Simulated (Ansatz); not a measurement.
Born–Oppenheimer molecular dynamics of AlClH$_{8}$O$_{2}$Si$_{2}$ (14 atoms, charge 0, multiplicity 1). It starts at the highest image of a converged band. Of that band: A structure lower than the last end lies on the path between it and the top, so the climb from that side starts below the end, which may itself be a saddle point or a shallow side well. A vibrational analysis at the climbing image gives one clearly imaginary mode, 1156i cm⁻¹: a first-order saddle point.

Theory: RKS PBE/6-31G* (Ansatz).

```
ensemble                      : NVE (velocity Verlet)
time step                     : 0.5 fs
steps asked                   : 200
starting velocities drawn for : 100 K
seed                          : 4902
```

First frame:

```xyz
14
Properties=species:S:1:pos:R:3
Al -0.036 0.253 0.089
O -0.302 0.136 1.928
Si -1.422 -0.406 3.097
H -1.730 -1.837 2.797
H -0.787 -0.273 4.444
H -2.666 0.423 3.035
O 1.420 -0.433 -0.475
Si 2.357 -1.426 -1.415
H 1.543 -2.124 -2.467
H 3.430 -0.625 -2.094
H 3.015 -2.470 -0.558
Cl -1.842 0.032 -1.003
H 0.178 1.882 0.681
H -0.076 1.292 1.587
```

Problem. How far do the bonds stretch over the last three quarters of this one trajectory? (Pairs bonded in most of those frames.)

Solution. 
| bond | mean (Å) | spread (Å) | shortest | longest |
| --- | --- | --- | --- | --- |
| Al1–O2 | 2.154 | 0.144 | 1.89 | 2.33 |
| Al1–O7 | 1.734 | 0.012 | 1.71 | 1.75 |
| Al1–Cl12 | 2.167 | 0.043 | 2.08 | 2.23 |
| Al1–H13 | 1.601 | 0.022 | 1.57 | 1.68 |
| O2–Si3 | 1.741 | 0.025 | 1.69 | 1.80 |
| O2–H14 | 0.987 | 0.019 | 0.96 | 1.03 |
| Si3–H4 | 1.490 | 0.008 | 1.48 | 1.51 |
| Si3–H5 | 1.497 | 0.014 | 1.47 | 1.52 |
| Si3–H6 | 1.493 | 0.002 | 1.49 | 1.50 |
| O7–Si8 | 1.659 | 0.010 | 1.64 | 1.68 |
| Si8–H9 | 1.506 | 0.031 | 1.46 | 1.55 |
| Si8–H10 | 1.504 | 0.007 | 1.49 | 1.51 |
| Si8–H11 | 1.505 | 0.005 | 1.50 | 1.51 |

Mean temperature of the second half: 263 K. The conserved energy stayed within 0.028 meV per atom of its start (net change 0.014 meV per atom), so the integration is sound. The kinetic energy rose, since the run started high on the potential surface and went downhill. A run of 0.1 ps of so small a system gives no equilibrium averages. The orbitals stay closed-shell, which can raise the energy where a bond breaks towards radicals; this wasn't checked here.

Time of the run: 9.8 min on 4 threads of Arm Neoverse N1, on a shared host, peak memory 0.19 GiB.
